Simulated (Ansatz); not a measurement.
A CCSD(T) single point on CH₅BGeO, SMILES `C[B]1[O][GeH2]1`.

```yaml
crystal:
  periodic: [false, false, false]
  atoms:
    - {symbol: C, position_ang: [-0.090933, 1.263902, -1.051430]}
    - {symbol: B, position_ang: [0.234592, 0.052924, -0.148327]}
    - {symbol: O, position_ang: [1.201005, -0.764838, 0.141977]}
    - {symbol: Ge, position_ang: [-0.353925, -1.289791, 1.259894]}
    - {symbol: H, position_ang: [-0.392484, 2.119214, -0.440982]}
    - {symbol: H, position_ang: [0.768045, 1.547753, -1.664312]}
    - {symbol: H, position_ang: [-0.935167, 1.030625, -1.705566]}
    - {symbol: H, position_ang: [-0.555048, -2.774878, 0.899440]}
    - {symbol: H, position_ang: [0.212516, -1.231013, 2.692205]}
basis:
  gaussian: {orbitals: def2-TZVPP}
correlation: {method: ccsd_t}
output: {orbitals: {seedname: orbitals}}
```

```sh
$ ansatz run in.yaml --threads 2 --pin off --events-out ev --progress --plain --max-ram 4352MiB
```

The program prints (abridged):

```
Functional definition: HF
1282 factors; integrals over basis functions are off by at most 1.1e-3 eV
mean field evaluation 1: about -60289.1895 eV, gradient 4.6e1 eV
mean field evaluation 2: about -60289.3585 eV, gradient 4.6e1 eV
mean field evaluation 4: about -60293.9993 eV, gradient 5.1e0 eV
mean field evaluation 8: about -60294.0987 eV, gradient 3.1e-1 eV
mean field evaluation 16: about -60294.0995 eV, gradient 1.7e-6 eV
mean field -60294.09945350 eV, -2215.7672861076 hartree, gradient 1.7e-6 eV, S^2 0.000000; 0 other end points of the search recorded, 0 dependent functions left out
12 core orbitals not correlated: weight in the atoms' cores, before any rotation towards them, 1.000 or more for the frozen orbitals, at most 0.000 for the correlated occupied ones
reference -60294.09945350 eV, -2215.7672861076 hartree; 16, 16 occupied and 183, 183 virtual orbitals, 1282 factors
second order -20.86648928 eV of doubles, -0.00000000 eV of singles
cycle   1  -20.69597194 eV  change    1.7e-1 eV  update   1.3e-1
cycle   2  -21.32309464 eV  change   -6.3e-1 eV  update   4.3e-2
cycle   3  -21.48882289 eV  change   -1.7e-1 eV  update   2.3e-2
cycle   4  -21.47336339 eV  change    1.5e-2 eV  update   6.3e-3
cycle   5  -21.46994772 eV  change    3.4e-3 eV  update   3.0e-3
cycle   6  -21.47145811 eV  change   -1.5e-3 eV  update   9.5e-4
cycle   7  -21.47108775 eV  change    3.7e-4 eV  update   4.3e-4
cycle   8  -21.47103275 eV  change    5.5e-5 eV  update   1.5e-4
cycle   9  -21.47112639 eV  change   -9.4e-5 eV  update   6.4e-5
cycle  10  -21.47110508 eV  change    2.1e-5 eV  update   2.3e-5
perturbative correction -0.91725813 eV, -0.0337086146 hartree
Total energy: -60316.48781671 eV, -2216.5900432801 hartree
```

It took 2.5 min on 2 threads of an Arm Neoverse V2 on a shared host, with 3 GiB of host memory at the peak.

The correlation energy is -22.388 eV, 4.1 % of it from (T); the T1 diagnostic reads 0.0152.
